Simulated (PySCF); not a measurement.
**How methods differ on the ionisation energy of Nd³⁴⁺**

Nd³⁴⁺ [Ar] 3d8 [3d3/2^4 3d5/2^4, M_J = 4] → Nd³⁵⁺ [Ar] 3d7 [3d3/2^4 3d5/2^3, M_J = 9/2], as a difference of total energies. Calculation: PySCF 2.14, in an uncontracted even-tempered set (16 s from 6.2 bohr⁻², ratio 2.8; 12 p from 8.1 bohr⁻², ratio 2.8; 8 d from 8.1 bohr⁻², ratio 2.8; 3 f from 31 bohr⁻², ratio 3); the two-component X2C-1e Hamiltonian. Correlated levels: [Ne] frozen; the 74 highest virtual spinors dropped. "Screened" scales the spin-orbit matrix elements by Boettger's factors to mimic the two-electron term; Breit and QED terms are absent.

| method | ionisation energy (eV) |
| --- | --- |
| GHF (spin-free) | 2329.7 |
| GMP2 (spin-free) | 2330.9 |
| GHF (screened spin-orbit) | 2322.1 |
| GMP2 (screened spin-orbit) | 2323.3 |

Breit and QED terms and the two-electron picture change are absent.

The spin-free rows relax to the high-spin LS determinant and lack the spin-orbit shift.

The labels give the starting determinants; with spin-orbit coupling the two ends relaxed to ⟨J²⟩ = 20.00, ⟨L²⟩ = 12.72, ⟨S²⟩ = 1.85 and ⟨J²⟩ = 24.75, ⟨L²⟩ = 14.86, ⟨S²⟩ = 2.82.

For comparison: 2321 ± 5 eV (theoretical estimate listed by NIST; NIST Atomic Spectra Database, ionization energies).
